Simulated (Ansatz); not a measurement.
C$_{8}$H$_{16}$ (`C=CCCCCCC`) at its PBE0-D4/def2-TZVP geometry, where that method's forces vanish. The species carries charge 0 and has multiplicity 1.

```xyz
24

C    -1.8888   -3.2969    0.4768
C    -1.3987   -2.0815    0.2757
C    -1.2672   -1.0304    1.3269
C     0.1834   -0.6623    1.6514
C     1.0078   -0.1621    0.4719
C     0.4570    1.0863   -0.1979
C     1.3558    1.6170   -1.3026
C     0.8001    2.8595   -1.9762
H    -1.9554   -4.0250   -0.3233
H    -2.2465   -3.6063    1.4547
H    -1.0556   -1.8169   -0.7229
H    -1.8026   -0.1298    1.0039
H    -1.7605   -1.3728    2.2415
H     0.6757   -1.5399    2.0828
H     0.1763    0.1059    2.4333
H     2.0247    0.0453    0.8242
H     1.1106   -0.9584   -0.2742
H     0.3092    1.8695    0.5573
H    -0.5355    0.8828   -0.6170
H     2.3468    1.8341   -0.8873
H     1.5089    0.8297   -2.0501
H     1.4633    3.2216   -2.7651
H    -0.1755    2.6592   -2.4283
H     0.6668    3.6715   -1.2556
```

Question: What forces (eV/Å) does ωB97M-V/def2-TZVPP give on these atoms in Ansatz? (Estimate.)

Answer: The calculation gave: 
```
C1  -0.015 -0.031  0.009
C2   0.010 -0.159 -0.197
C3  -0.158  0.175  0.144
C4   0.057 -0.028  0.212
C5   0.188 -0.105 -0.076
C6  -0.204  0.097  0.061
C7   0.212 -0.113 -0.053
C8  -0.078  0.174 -0.094
H9   0.011  0.064  0.053
H10  0.031  0.036 -0.068
H11 -0.025 -0.025  0.059
H12  0.032 -0.069  0.028
H13  0.033  0.021 -0.062
H14 -0.032  0.056 -0.029
H15  0.007 -0.049 -0.055
H16 -0.065 -0.009 -0.026
H17 -0.007  0.048  0.039
H18  0.009 -0.045 -0.039
H19  0.054  0.008  0.014
H20 -0.071 -0.015 -0.024
H21 -0.014  0.050  0.053
H22 -0.052 -0.028  0.061
H23  0.069  0.009  0.035
H24  0.010 -0.061 -0.046
```
